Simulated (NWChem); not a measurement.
# Correlation energy of ClSi (+1)

```xyz
2

Si     0.0000     0.0000     1.0934
Cl     0.0000     0.0000    -0.9005
```
Charge +1, spin multiplicity 1.

Everything below was run with NWChem. Structure: optimised with PBE/def2-SVP, a minimum by its harmonic frequencies.

Basis set: def2-QZVP. Each correlation energy counts from its own Hartree-Fock reference.

The correlated methods keep 10 core orbitals frozen. The structure started from a generated list of species. Coupled-cluster values serve here as a point of comparison, not as the truth.

### Question
Order these methods by the correlation energy they give, lowest first: CR-CCSD[T], SCS-MP2, CCSD, MP2.

### Answer
CR-CCSD[T] (-319.0 mHa), CCSD (-305.9 mHa), SCS-MP2 (-283.9 mHa), MP2 (-281.8 mHa)
